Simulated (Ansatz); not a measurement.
A CCSD(T) single point on C$_{2}$H$_{3}$ClSSi, SMILES `C=C1S[SiH]1Cl`.

```yaml
crystal:
  periodic: [false, false, false]
  atoms:
    - {symbol: C, position_ang: [1.092327, 0.985985, 0.751075]}
    - {symbol: C, position_ang: [0.396897, 0.009641, 0.193848]}
    - {symbol: S, position_ang: [0.812624, -1.675899, -0.306352]}
    - {symbol: Si, position_ang: [-1.054324, -0.754953, -0.537338]}
    - {symbol: Cl, position_ang: [-1.709475, -0.211426, -2.383215]}
    - {symbol: H, position_ang: [0.618410, 1.939355, 0.955347]}
    - {symbol: H, position_ang: [2.138448, 0.876611, 1.016783]}
    - {symbol: H, position_ang: [-2.202807, -1.226316, 0.254051]}
basis:
  gaussian: {orbitals: def2-SVP}
correlation: {method: ccsd_t}
```

```sh
$ ansatz run in.yaml --threads 2 --pin off --events-out ev --progress --plain --max-ram 4352MiB
```

Log, shortened:

```
Functional definition: HF
926 factors; integrals over basis functions are off by at most 1.5e-3 eV
mean field evaluation 1: about -33278.1760 eV, gradient 2.6e1 eV
mean field evaluation 2: about -33278.1818 eV, gradient 2.6e1 eV
mean field evaluation 4: about -33280.4750 eV, gradient 3.0e0 eV
mean field evaluation 8: about -33280.5270 eV, gradient 1.7e-1 eV
mean field evaluation 16: about -33280.5166 eV, gradient 9.0e-1 eV
mean field -33280.52721740 eV, -1223.0368168880 hartree, gradient 1.8e-6 eV, S^2 0.000000; 0 other end points of the search recorded, 0 dependent functions left out; unrestricted orbitals would lower it
17 core orbitals not correlated: weight in the atoms' cores, before any rotation towards them, 1.000 or more for the frozen orbitals, at most 0.000 for the correlated occupied ones
reference -33280.52721740 eV, -1223.0368168880 hartree; 14, 14 occupied and 66, 66 virtual orbitals, 926 factors
second order -16.62966238 eV of doubles, -0.00000000 eV of singles
cycle   1  -17.33010206 eV  change   -7.0e-1 eV  update   1.0e-1
cycle   2  -17.81665890 eV  change   -4.9e-1 eV  update   3.3e-2
cycle   3  -17.92679142 eV  change   -1.1e-1 eV  update   1.7e-2
cycle   4  -17.92306909 eV  change    3.7e-3 eV  update   4.7e-3
cycle   5  -17.92328270 eV  change   -2.1e-4 eV  update   2.3e-3
cycle   6  -17.92324542 eV  change    3.7e-5 eV  update   6.8e-4
cycle   7  -17.92307020 eV  change    1.8e-4 eV  update   3.1e-4
cycle   8  -17.92310007 eV  change   -3.0e-5 eV  update   1.1e-4
cycle   9  -17.92307331 eV  change    2.7e-5 eV  update   3.2e-5
cycle  10  -17.92305473 eV  change    1.9e-5 eV  update   9.8e-6
perturbative correction -0.66898592 eV, -0.0245847792 hartree
Total energy: -33299.11925806 eV, -1223.7200617799 hartree
```

It took 5 s on 2 threads of an Arm Neoverse V1 on a shared host, with 0.32 GiB of host memory at the peak.

Correlation energy per correlated electron: -0.664 eV. T1 diagnostic: 0.0136.
